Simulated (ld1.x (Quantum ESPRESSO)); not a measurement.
## Ga (Z = 31), TM: configuration errors across variants

```
Element                 : gallium (Ga)
Generator               : ld1.x (Quantum ESPRESSO) 7.5
Type                    : norm-conserving Troullier–Martins (Kleinman–Bylander form)
Functional              : PBEsol
Relativity              : scalar-relativistic
Frozen core             : [Ne] 3s2
Valence charge          : 19
Reference configuration : 3p6 3d10 4s1 4p0 (charge +2)
Partial waves           : 3p (bound): rc 0.70 bohr; 3d (bound): rc 1.25 bohr; 4s (bound): rc 1.40 bohr
Local potential         : the s channel
Core correction         : a·sin(br)/r model core, default radius (core density twice the valence density)
```

All-electron excitation energies from the reference (eV): (1) 3p6 3d10 4s2 4p1 -26.815; (2) 3p6 3d10 4s2 4p0 -21.136; (3) 3p6 3d10 4s0 4p0 31.121; (4) 3p6 3d10 4s2 4p0.5 -24.788; (5) 3p6 3d10 4s1 4p1 -13.731; (6) 3p6 3d9 4s2 4p2 -6.494; (7) 3p6 3d10 4s0 4p3 -13.425.

A true bound ghost makes a file unfit for plane-wave use even where its test errors are small: the radial tests pick states by their node count and pass the ghost by.

Errors AE − PS in meV (a dash: test not solved or not reliable):

```csv
change,(1),(2),(3),(4),(5),(6),(7),bound ghosts
base,-914,+0.7,-14,-577,-1570,-3472,-3903,none
"all radii but the core radius scaled by about 0.78 (s 1.10, p 0.54, d 0.98 bohr)",-633,+28,-14,-388,-1134,-2212,-2816,s (extra level of the local part)
"all radii but the core radius scaled by about 0.91 (s 1.28, p 0.64, d 1.14 bohr)",-817,+6.0,-8.8,-513,-1408,-3091,-3490,none
"all radii but the core radius scaled by about 1.10 (s 1.54, p 0.76, d 1.38 bohr)",-954,-1.3,-16,-603,-1636,-3550,-4071,none
"all radii but the core radius scaled by about 1.22 (s 1.70, p 0.86, d 1.52 bohr)",-960,-1.0,-15,-607,-1647,-3461,-4098,none
```

(1) Give the same row for: all radii but the core radius scaled by about 1.37 (s 1.92, p 0.96, d 1.72 bohr).

Results:

(1) -956, -0.1, -18, -604, -1644, -3245, -4093; bound ghosts: none.
